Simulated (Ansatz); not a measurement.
```yaml
crystal:
  periodic: [false, false, false]
  atoms:
    - {symbol: Al, position_ang: [-0.542751, 1.180113, -0.363175]}
    - {symbol: C, position_ang: [0.796122, -0.657894, -0.007169]}
    - {symbol: Cl, position_ang: [1.343451, -1.077024, 1.554408]}
    - {symbol: Cl, position_ang: [-0.702031, -1.567439, -0.583295]}
    - {symbol: H, position_ang: [-0.628656, 1.560296, -1.625961]}
    - {symbol: H, position_ang: [-1.438303, 1.265763, 1.158899]}
    - {symbol: H, position_ang: [1.545767, -0.540404, -0.775625]}
basis:
  gaussian: {orbitals: cc-pVTZ, nuclear_model: gaussian}
hamiltonian: {xc: {name: LC-wPBE}}
scf: {lower_state_search: off}
relax: {f_tol: 0.001, max_steps: 1}
```

```sh
$ ansatz run in.yaml --threads 2 --pin off --events-out ev --progress --plain --max-ram 4352MiB
```

It prints (some lines left out):

```
Functional definition: LC-wPBE
1163 factors; their error is unknown
430 factors; integrals over basis functions are off by at most 2.7e-6 eV
mean field evaluation 1: about -32716.7591 eV, gradient 1.6e1 eV
mean field evaluation 2: about -32717.5315 eV, gradient 7.3e0 eV
mean field evaluation 4: about -32717.6695 eV, gradient 1.1e0 eV
mean field evaluation 8: about -32717.6498 eV, gradient 1.8e-1 eV
mean field evaluation 16: about -32717.6499 eV, gradient 2.5e-3 eV
mean field -32717.64994381 eV, -1202.3514586152 hartree, gradient 7.1e-6 eV, S^2 0.000000; 0 other end points of the search recorded, 0 dependent functions left out
reference -32717.64994381 eV, -1202.3514586155 hartree; 28, 28 occupied and 146, 146 virtual orbitals, 1163 factors
relax step   1: F+E_penalty+E_count = -32717.64994381 eV  Δ(F+E_penalty+E_count) = +0.000e0 eV  max|allowed force component| = 8.107e0 eV/Å  Δτ_max = 0.0000 Å  (17 SCF iters, accepted)
Error: geometry relaxation did not converge after 1 steps: max|allowed force component| = 8.11e0 eV/Å (threshold 1.0e-3). Raise `relax.max_steps` over both its present limit and 1, loosen `relax.f_tol`, or start from a geometry closer to equilibrium. Where this run's directory can be resumed (`checkpoint.write`), a resume goes on for up to `relax.max_steps` more
```

(1) What is wrong with this run?

Results:

(1) The relaxation is allowed too few steps for its threshold. No converged result was reached.
